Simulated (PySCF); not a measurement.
Working with the constants of TeN⁻

ROHF-SCS-MP2 constants of TeN⁻, ³Σ⁻ (triplet), unpaired electrons π ↑↑ (basis Te aug-cc-pVDZ-PP with ECP28, N aug-cc-pVDZ; scalar-relativistic core potentials; PySCF 2.14; masses 129.9062 and 14.0031 u):

| Quantity | Value |
| --- | --- |
| ωe | 562.6 cm⁻¹ |
| ωexe | 2.63 cm⁻¹ |
| Be | 0.33528 cm⁻¹ |
| αe | 0.00253 cm⁻¹ |

Task: What force constant and bond length do these constants imply?

Result: Reduced mass μred = 12.641 u; k = 5.8918×10⁻⁷·μred·ωe² (u, cm⁻¹, mdyn/Å) = 2.36 mdyn/Å; Re = √(16.8576/(μred·Be)) (u, cm⁻¹, Å) = 1.994 Å.

Task: Estimate the centrifugal constant D from the Kratzer relation and find the Dunham coefficient a1.

Result: D = 4Be³/ωe² = 4.76e-07 cm⁻¹; a1 = −1 − αeωe/(6Be²) = -3.11.

Correlated steps freeze 5 core orbitals. These are scalar-relativistic numbers at best; spin–orbit coupling would shift them, the dissociation energy most. The state was picked by a PBE0 search and need not be the measured ground state.
